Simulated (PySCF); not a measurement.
Match the calculated data to a structure.

- 1H NMR: chemical shifts (computed TMS as zero) by class: 2.61 (1 H), 2.56 (1 H), 2.36 (1 H), 1.97 (1 H), 1.92 (1 H), 1.91 (1 H), 1.81 (1 H), 1.56 (1 H), 1.50 (1 H), 1.39 (1 H), 1.27 (1 H), 1.23 (1 H), 1.15 (1 H), 1.00 (3 H) ppm [GIAO PBE0/pcSseg-1]
- Rotational structure: rotational constants A, B, C: 2.894, 0.751, 0.636 GHz [GFN2-xTB]
- NMR, other nuclei: isotropic shieldings of nuclei other than C and H, by class: 463 (1 S) ppm [GIAO PBE0/pcSseg-1]
- 13C NMR: chemical shifts (computed TMS as zero) by class: 53.6 (1 C), 43.2 (1 C), 41.3 (1 C), 37.1 (1 C), 32.6 (1 C), 32.0 (1 C), 26.0 (1 C), 16.9 (1 C) ppm [GIAO PBE0/pcSseg-1]
- Dipole: 1.72 D [PBE0/pcSseg-1]

Electronic properties: PySCF, gas phase, density fitting. Levels stand in brackets. Geometry: GFN2-xTB, one conformer, isolated molecule. NMR values are class means; diastereotopic atoms form classes of their own.

Question: Which candidate is it?
A. `CCCP1CCSCC1`
B. `CCC[C@H]1CCCCS1`
C. `CCSCCC1CCC1`
D. `C1CP(C2CC2)CCS1`

Answer: B. It is `CCC[C@H]1CCCCS1`. Numbering: `[CH3:1][CH2:2][CH2:3][C@H:4]1[CH2:5][CH2:6][CH2:7][CH2:8][S:9]1`. Its formula, C8H16S, gives 1 degree of unsaturation: 1 ring and 0 π bonds in the structure found. 8 carbons fall into 8 classes; from least to most shielded: ring sp3 carbon bound to sulfur [C4] (53.6 ppm), chain CH2 carbon [C3] (43.2 ppm), ring CH2 carbon [C5] (41.3 ppm), ring sp3 carbon bound to sulfur [C8] (37.1 ppm), ring CH2 carbon [C7] (32.6 ppm), ring CH2 carbon [C6] (32.0 ppm), chain CH2 carbon [C2] (26.0 ppm), methyl carbon [C1] (16.9 ppm). Hydrogen classes from least to most shielded: 1 H on an sp3 carbon bound to sulfur, C8 (2.61 ppm), 1 H on an sp3 carbon bound to sulfur, C8 (2.56 ppm), 1 H on an sp3 carbon bound to sulfur, C4 (2.36 ppm), 1 H on a chain CH2 carbon, C2 (1.97 ppm), 1 H on a ring CH2 carbon, C7 (1.92 ppm), 1 H on a ring CH2 carbon, C6 (1.91 ppm), 1 H on a ring CH2 carbon, C5 (1.81 ppm), 1 H on a ring CH2 carbon, C7 (1.56 ppm), 1 H on a ring CH2 carbon, C5 (1.50 ppm), 1 H on a chain CH2 carbon, C3 (1.39 ppm), 1 H on a ring CH2 carbon, C6 (1.27 ppm), 1 H on a chain CH2 carbon, C3 (1.23 ppm); 2 more classes are left out. The other shieldings belong to: 463 ppm, sulfide sulfur [S9]. The optimised geometry has point group C1 and is an asymmetric top.

The others, at the same levels:
- `CCSCCC1CCC1` fails: it has 7 carbon classes against 8; its computed 13C shifts are 36.6 (1 C), 29.7 (1 C), 29.3 (1 C), 27.0 (2 C), 26.4 (1 C), 16.7 (1 C), 15.1 (1 C) ppm, 1H shifts are 3.27 (1 H), 2.50 (2 H), 2.36 (2 H), 2.15 (2 H), 2.02 (1 H), 1.85 (1 H), 1.56 (2 H), 1.47 (2 H), 1.23 (3 H) ppm and rotational constant A is 3.083 GHz (against 2.894 GHz).
- `C1CP(C2CC2)CCS1` fails: it has 13 hydrogens where the 1H data count 16; its computed 13C shifts are 34.9 (2 C), 34.9 (2 C), 14.9 (1 C), 4.8 (2 C) ppm, 1H shifts are 2.78 (4 H), 2.03 (4 H), 0.68 (2 H), 0.45 (1 H), 0.30 (2 H) ppm and smallest rotational constant is 0.593 GHz (against 0.636 GHz).
- `CCCP1CCSCC1` fails: it has 15 hydrogens where the 1H data count 16; its computed 13C shifts are 40.3 (1 C), 35.1 (2 C), 35.0 (2 C), 23.2 (1 C), 19.1 (1 C) ppm, 1H shifts are 2.80 (4 H), 1.83 (4 H), 1.35 (2 H), 1.34 (2 H), 1.10 (3 H) ppm and rotational constant A is 2.745 GHz (against 2.894 GHz).

Each candidate is one conformer, not necessarily the lowest. The conformers computed, where there is a choice (atom-mapped SMILES and torsion angles):
- `[CH3:1][CH2:2][S:3][CH2:4][CH2:5][CH:6]1[CH2:7][CH2:8][CH2:9]1`: C1–C2–S3–C4 -66°, C2–S3–C4–C5 -64°, S3–C4–C5–C6 -59°, C4–C5–C6–C7 -176°

The conformers of `CCC[C@H]1CCCCS1`, `C1CP(C2CC2)CCS1` and `CCCP1CCSCC1` aren't listed.
